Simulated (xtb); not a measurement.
xtb input (GFN2-xTB):

```bash
xtb mol.xyz --gfn 2 --sp --chrg 0 --uhf 0
```
mol.xyz:
```
4

Cl     1.30670399    -0.64037224     0.04849396
Ga    -0.63731559     0.31232721    -0.02365184
H     -0.60835339     1.86893265    -0.02949633
H     -1.84883127    -0.66474803    -0.06169390
```

End of the output:

```
         :::::::::::::::::::::::::::::::::::::::::::::::::::::
         ::                     SUMMARY                     ::
         :::::::::::::::::::::::::::::::::::::::::::::::::::::
         :: total energy              -6.807739611857 Eh    ::
         :: gradient norm              0.032211827770 Eh/a0 ::
         :: HOMO-LUMO gap              5.005374356691 eV    ::
         ::.................................................::
         :: SCC energy                -6.818101099276 Eh    ::
         :: -> isotropic ES            0.016795226657 Eh    ::
         :: -> anisotropic ES          0.001673687959 Eh    ::
         :: -> anisotropic XC         -0.000034140009 Eh    ::
         :: -> dispersion             -0.001549596952 Eh    ::
         :: repulsion energy           0.010361487418 Eh    ::
         :: add. restraining           0.000000000000 Eh    ::
         :: total charge              -0.000000000000 e     ::
         :::::::::::::::::::::::::::::::::::::::::::::::::::::

           -------------------------------------------------
          |                Property Printout                |
           -------------------------------------------------

    * Orbital Energies and Occupations

         #    Occupation            Energy/Eh            Energy/eV
      -------------------------------------------------------------
         1        2.0000           -1.0606312             -28.8612
         2        2.0000           -0.5889182             -16.0253
         3        2.0000           -0.4522175             -12.3055
         4        2.0000           -0.4500142             -12.2455
         5        2.0000           -0.4463216             -12.1450
         6        2.0000           -0.4409934             -12.0000 (HOMO)
         7                         -0.2570493              -6.9947 (LUMO)
         8                         -0.2031689              -5.5285
         9                         -0.1231399              -3.3508
        10                         -0.0784863              -2.1357
        11                         -0.0309133              -0.8412
        12                          0.0028179               0.0767
        13                          0.0201002               0.5470
        14                          0.0205957               0.5604
        15                          0.0254333               0.6921
        16                          0.0337285               0.9178
Note: The following floating-point exceptions are signalling: IEEE_UNDERFLOW_FLAG IEEE_DENORMAL
normal termination of xtb
        17                          0.0396842               1.0799
       ...                                ...                  ...
        20                          1.2127270              33.0000
      -------------------------------------------------------------
                  HL-Gap            0.1839441 Eh            5.0054 eV
             Fermi-level           -0.3490214 Eh           -9.4974 eV

     #   Z          covCN         q      C6AA      α(0)
     1  17 Cl       0.790    -0.132   103.128    15.535
     2  31 Ga       2.597     0.176   214.251    32.825
     3   1 H        0.904    -0.022     3.483     2.920
     4   1 H        0.904    -0.022     3.483     2.920

 Mol. C6AA /au·bohr⁶  :        793.466115
 Mol. C8AA /au·bohr⁸  :      53417.450550
 Mol. α(0) /au        :         54.199601

Wiberg/Mayer (AO) data.
largest (>0.10) Wiberg bond orders for each atom

 ---------------------------------------------------------------------------
     #   Z sym  total        # sym  WBO       # sym  WBO       # sym  WBO
 ---------------------------------------------------------------------------
     1  17 Cl   1.483 --     2 Ga   1.324
     2  31 Ga   2.876 --     1 Cl   1.324     4 H    0.776     3 H    0.776
     3   1 H    0.999 --     2 Ga   0.776     4 H    0.144
     4   1 H    0.999 --     2 Ga   0.776     3 H    0.144
 ---------------------------------------------------------------------------

Topologies differ in total number of bonds
Writing topology from bond orders to xtbtopo.mol

molecular dipole:
                 x           y           z       tot (Debye)
 q only:       -0.434       0.213      -0.016
   full:       -0.680       0.333      -0.025       1.926
molecular quadrupole (traceless):
                xx          xy          yy          xz          yz          zz
 q only:       -0.626       0.391      -0.021      -0.046       0.017       0.647
  q+dip:       -0.309       0.520       0.498      -0.007       0.015      -0.189
   full:       -2.588       0.697      -1.512      -0.237       0.049       4.100

           -------------------------------------------------
          | TOTAL ENERGY               -6.807739611857 Eh   |
          | GRADIENT NORM               0.032211827770 Eh/α |
          | HOMO-LUMO GAP               5.005374356691 eV   |
           -------------------------------------------------

------------------------------------------------------------------------
------------------------------------------------------------------------
 total:
 SCF:
```
